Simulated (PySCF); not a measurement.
Nuclear quadrupole coupling in `CC[Si@H](CF)SC[SiH3]`

C4H13FSSi2.
Cartesian coordinates in Å at the GFN2-xTB level; atoms count from 1:
```
atom  x, y, z in Å
C1    -2.0252   -1.5708   -0.1206
C2    -1.7510   -0.3136    0.7053
Si3   -0.6630    0.9643   -0.2015
C4    -1.4702    1.4944   -1.8514
F5    -2.7574    1.9337   -1.6191
S6     1.2317    0.1320   -0.7781
C7     1.8605   -0.3296    0.8787
Si8    3.6198   -1.0453    0.7182
H9    -2.6050   -2.2882    0.4572
H10   -2.5899   -1.3241   -1.0163
H11   -1.0949   -2.0476   -0.4243
H12   -2.7000    0.1522    0.9740
H13   -1.2727   -0.5982    1.6453
H14   -0.4176    2.1374    0.6435
H15   -0.9395    2.3220   -2.3257
H16   -1.5446    0.6767   -2.5718
H17    1.1698   -1.0548    1.3020
H18    1.8417    0.5646    1.4974
H19    4.4839   -0.0327    0.1183
H20    3.5540   -2.2470   -0.1091
H21    4.0605   -1.3738    2.0775
```

Field gradients from the PBE0/pcSseg-1 density (PySCF, non-relativistic), principal values in atomic units, ordered |Vxx| ≤ |Vyy| ≤ |Vzz|:

| atom | Vxx | Vyy | Vzz |
| --- | --- | --- | --- |
| S6 | 0.0975 | 2.2148 | -2.3122 |

Problem. Find the asymmetry η = (Vxx − Vyy)/Vzz and the couplings χ = eQV/h (234.96 MHz × Q in barn × V in au), with Q(33S) = −0.0678 b.

Solution. 
```
atom                environment  nucleus     η  χzz (MHz)  χxx (MHz)  χyy (MHz)
  S6  sulfur bonded to C and Si      33S  0.92      36.84      -1.55     -35.28
```

At S6 η is above 0.9: Vyy and Vzz are nearly equal in size and opposite in sign, so a small change could swap them and flip the sign of χzz. The tensor is traceless: Vxx + Vyy + Vzz = 0.

Problem. What is Vzz at S6 in SI units (1 au = 9.71736 × 10²¹ V/m²)?

Solution. -2.3122 au = -22.469 × 10²¹ V/m².

Were the hydrogens deuterons (Q(2H) = 0.00286 b), χzz would run from 108 kHz (H14 and H21) to 212 kHz (H17, H10, H18 and H9).

Isolated species at its GFN2-xTB geometry (one conformer only). GFN2-xTB bond lengths can be off by several hundredths of an ångström, more for odd bonds, and the gradients follow them. The small basis limits the accuracy of the gradients.

The run behind these numbers computed NMR shieldings as well. Time: 34 s; peak memory 1.0 GiB. Hardware: one thread, Arm Neoverse V2 (aarch64), no GPU, on a shared host.
